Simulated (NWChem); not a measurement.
Species: ZnH$_{2}$S; SMILES [SH][ZnH]

Task: Give the equilibrium geometry at PBE0/def2-SVP (NWChem) as an XYZ file, with the point group.

Result: point group Cs; any orientation.
```
4

Zn     0.1889    -0.6483     0.0000
H      0.2718    -2.1834     0.0000
S      0.0886     1.5337     0.0000
H     -1.2643     1.5305     0.0000
```
